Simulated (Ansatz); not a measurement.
The cluster Cs₃F₂, relaxed as a quartet with UKS PBE-D4/def2-TZVP in Ansatz, starting from the PBE-D4/def2-TZVP geometry of the neutral doublet. Force threshold 0.02 eV/Å.

In the def2 sets Cs takes a core potential; there is no spin–orbit coupling. The relaxation made no stability test and no search for a lower SCF solution. At PBE-D4/def2-TZVP a doublet of charge 0 lies 4.83 eV below the quartet, each at its own geometry. The structure comes from a short search, and lower isomers may exist.

Start:

```csv
atom,x (Å),y (Å),z (Å)
Cs1,1.1865,1.1460,-1.5795
Cs2,-0.4733,0.4795,2.1922
Cs3,-1.3380,-3.0472,-1.1497
F4,0.9321,2.1829,0.8024
F5,-0.3072,-0.7612,-0.2654
```

Estimate the energy that the relaxation releases and the steps that it takes.

1.13 eV, in 12 steps; 52 s on 4 threads of Arm Neoverse V1 on a shared host. No frequencies were taken in this run, so the end may be a saddle point.

Does the start keep its bonding and symmetry?

By distances, no bond broke or formed. The bond that changes most is Cs1–F4, from 2.61 to 2.89 Å (atoms count from 1). A close non-bonded pair moves further: F4–F5, from 3.37 to 2.00 Å. Point group Cs at the start, Cs at the end, both within 0.05 Å.

Predict the relaxed structure.


```xyz
5

Cs    1.4014    1.1172   -2.2272
Cs   -0.7537    0.2842    2.7385
Cs   -1.2110   -2.6635   -0.9678
F     0.6357    1.5171    0.5308
F    -0.0725   -0.2550   -0.0743
```
Bond lengths (bridged metal pairs left out): 5 × Cs–F 2.81 to 2.95 Å.
